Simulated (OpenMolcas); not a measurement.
Pr3+: moving or changing the point charges

Pr3+ among 8 point charges of -1 e arranged as a cube (Oh), 2.74 Å from the ion.
```
   1.5819    1.5819    1.5819  -1.00
   1.5819    1.5819   -1.5819  -1.00
   1.5819   -1.5819    1.5819  -1.00
   1.5819   -1.5819   -1.5819  -1.00
  -1.5819    1.5819    1.5819  -1.00
  -1.5819    1.5819   -1.5819  -1.00
  -1.5819   -1.5819    1.5819  -1.00
  -1.5819   -1.5819   -1.5819  -1.00
```

| Quantity | Value |
| --- | --- |
| Program | OpenMolcas 26.06 |
| Method | CASSCF |
| Basis | ANO-RCC-VDZP [7s6p4d2f1g] |
| Scalar Hamiltonian | DKH2, point nucleus |
| Active space | 2 electrons in 7 orbitals (4f) |
| State averaging | 2S+1 = 3 even, 21 roots; 2S+1 = 1 even, 27 roots kept (CI in the orbitals of an earlier block) |
| Spin-orbit coupling | RASSI with atomic mean-field integrals over the reference wave functions |

Runs around this geometry, states (labels of O, the rotations of Oh). Energies in cm-1 above the lowest state or level, χT in cm3 K/mol; under a threefold ground state the first gap can be a small split of the lowest multiplet, not the spin-orbit step.

```
R (Å)  Ground state  First state of that spin  First gap with spin-orbit (degeneracies)  Width of lowest J  χT at 300 K
 2.74           3T1                   3E 12.1                              105.2 (3, 2)                144        1.633
 3.05           3T1                    3E 7.5                               62.4 (3, 2)                 87        1.642
 3.19           3T1                    3E 6.1                               50.7 (3, 2)                 71        1.644
```

Taking the width of the lowest J multiplet as R^-n, n = -ln(71 / 144) / ln(3.19 / 2.74) = 4.7 between the shortest and longest distance.

This is an electrostatic model: the charges have no orbitals. No measured value stands beside these numbers.
